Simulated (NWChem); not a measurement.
Molecule: CH3BClFS; SMILES CSB(F)Cl

```xyz
8

B      0.2856     0.4167     0.0000
Cl    -0.3670     2.0568     0.0000
F      1.6100     0.2463     0.0000
S     -0.8482    -0.9787     0.0000
C      0.3166    -2.3963     0.0000
H      0.9521    -2.3839    -0.9046
H     -0.3026    -3.3120     0.0000
H      0.9521    -2.3839     0.9046
```
Atoms are numbered in this order, from 1.

Level: PBE-D3(BJ)/def2-SVP (NWChem), optimised geometry, unscaled harmonic frequencies. 

Problem. List the harmonic frequencies with IR intensities, and the thermochemistry.

Solution. 
```json
[
 {"frequency (cm⁻¹)": "64", "IR intensity (km/mol)": "0.1"},
 {"frequency (cm⁻¹)": "106", "IR intensity (km/mol)": "1.5"},
 {"frequency (cm⁻¹)": "159", "IR intensity (km/mol)": "1.9"},
 {"frequency (cm⁻¹)": "267", "IR intensity (km/mol)": "2.8"},
 {"frequency (cm⁻¹)": "363", "IR intensity (km/mol)": "1.7"},
 {"frequency (cm⁻¹)": "485", "IR intensity (km/mol)": "8.9"},
 {"frequency (cm⁻¹)": "552", "IR intensity (km/mol)": "1.6"},
 {"frequency (cm⁻¹)": "698", "IR intensity (km/mol)": "0.7"},
 {"frequency (cm⁻¹)": "927", "IR intensity (km/mol)": "4.4"},
 {"frequency (cm⁻¹)": "947", "IR intensity (km/mol)": "10.1"},
 {"frequency (cm⁻¹)": "979", "IR intensity (km/mol)": "392.1"},
 {"frequency (cm⁻¹)": "1258", "IR intensity (km/mol)": "117.1"},
 {"frequency (cm⁻¹)": "1302", "IR intensity (km/mol)": "87.3"},
 {"frequency (cm⁻¹)": "1398", "IR intensity (km/mol)": "8.9"},
 {"frequency (cm⁻¹)": "1400", "IR intensity (km/mol)": "14.3"},
 {"frequency (cm⁻¹)": "2998", "IR intensity (km/mol)": "12.0"},
 {"frequency (cm⁻¹)": "3112", "IR intensity (km/mol)": "1.3"},
 {"frequency (cm⁻¹)": "3114", "IR intensity (km/mol)": "0.8"}
]
```

```
Property                                                                           Result
-----------------------------------------------------------------------  ----------------
zero-point energy                                                           28.8 kcal/mol
thermal correction to the enthalpy at 298.15 K (with zero-point energy)     33.4 kcal/mol
heat capacity Cv                                                         20.1 cal/(mol K)
entropy at 298.15 K and 1 atm (symmetry number 1)                        82.3 cal/(mol K)
dipole moment                                                                      1.98 D
```

Rigid rotor and harmonic oscillator; modes under 100 cm⁻¹ make the entropy uncertain.
